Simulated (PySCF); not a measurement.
Vertical excitations of a molecule C2H7BFNO from TDDFT-M06-2X/def2-SVPD run with PySCF, as energy in eV (oscillator strength): 6.57 (0.006), 7.47 (0.012), 7.95 (0.033), 8.29 (0.021), 8.60 (0.141), 8.80 (0.190), 9.15 (0.005), 9.24 (0.002), 9.31 (0.015), 9.58 (0.038). Lowest triplet (TDA): 6.49 eV. Geometry: PBE-D3(BJ)/def2-SVP. The values are those of a single conformer.

Task: Pick the molecule that these values belong to.
A. CCNB(O)F
B. CNB(F)OC
C. COB(N)CF
D. COCB(N)F

Result: A, CCNB(O)F
